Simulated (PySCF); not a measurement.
Isomers of C6H10N2OSi, mass 154.056 u with the commonest isotopes. Computed with PBE0/pcSseg-1 in PySCF (dipole) on a GFN2-xTB geometry, gas phase. One conformer each, none proved a minimum here; rigid rotors.

Question: Order these by rotational constant C, smallest first.
A. `[CH2:1]=[CH:2][C@@H:3](/[CH:4]=[N:5]/[CH3:6])[O:7][SiH2:8][C:9]#[N:10]` with C1–C2–C3–C4 -111°, C2–C3–C4–N5 -103°, C2–C3–O7–Si8 -174°, C3–O7–Si8–C9 59°
B. `[CH3:1][C:2](=[O:3])[c:4]1[cH:5][n:6][n:7]([CH3:8])[c:9]1[SiH3:10]` with C1–C2–C4–C5 0°
C. `[CH3:1][C:2](=[O:3])[c:4]1[cH:5][n:6]([CH3:7])[n:8][c:9]1[SiH3:10]` with C1–C2–C4–C5 0°

Answer: A (592.2 MHz), C (613.6 MHz), B (658.6 MHz).

Question: Order these by radius of gyration √(Σ m r²/M), smallest first.
A. `[CH2:1]=[CH:2][C@@H:3](/[CH:4]=[N:5]/[CH3:6])[O:7][SiH2:8][C:9]#[N:10]` with C1–C2–C3–C4 -111°, C2–C3–C4–N5 -103°, C2–C3–O7–Si8 -174°, C3–O7–Si8–C9 59°
B. `[CH3:1][C:2](=[O:3])[c:4]1[cH:5][n:6][n:7]([CH3:8])[c:9]1[SiH3:10]` with C1–C2–C4–C5 0°
C. `[CH3:1][C:2](=[O:3])[c:4]1[cH:5][n:6]([CH3:7])[n:8][c:9]1[SiH3:10]` with C1–C2–C4–C5 0°

Answer: B (2.241 Å), C (2.321 Å), A (2.422 Å).

Question: Order these by dipole moment, smallest first.
A. `[CH2:1]=[CH:2][C@@H:3](/[CH:4]=[N:5]/[CH3:6])[O:7][SiH2:8][C:9]#[N:10]` with C1–C2–C3–C4 -111°, C2–C3–C4–N5 -103°, C2–C3–O7–Si8 -174°, C3–O7–Si8–C9 59°
B. `[CH3:1][C:2](=[O:3])[c:4]1[cH:5][n:6][n:7]([CH3:8])[c:9]1[SiH3:10]` with C1–C2–C4–C5 0°
C. `[CH3:1][C:2](=[O:3])[c:4]1[cH:5][n:6]([CH3:7])[n:8][c:9]1[SiH3:10]` with C1–C2–C4–C5 0°

Answer: B (1.56 D), A (2.10 D), C (5.93 D).

```json
{"SMILES": "C=C[C@@H](/C=N/C)O[SiH2]C#N", "point group": "C1", "Ia (u·Å²)": "438.63", "Ib (u·Å²)": "514.78", "Ic (u·Å²)": "853.37", "κ": "0.39", "μa (D)": "1.80", "μb (D)": "0.89", "μc (D)": "0.63"}
{"SMILES": "CC(=O)c1cn(C)nc1[SiH3]", "point group": "near Cs", "Ia (u·Å²)": "327.29", "Ib (u·Å²)": "508.79", "Ic (u·Å²)": "823.67", "κ": "-0.18", "μa (D)": "4.10", "μb (D)": "4.28", "μc (D)": "0.00"}
{"SMILES": "CC(=O)c1cnn(C)c1[SiH3]", "point group": "Cs", "Ia (u·Å²)": "301.80", "Ib (u·Å²)": "478.20", "Ic (u·Å²)": "767.39", "κ": "-0.22", "μa (D)": "0.86", "μb (D)": "1.30", "μc (D)": "0.00"}
```
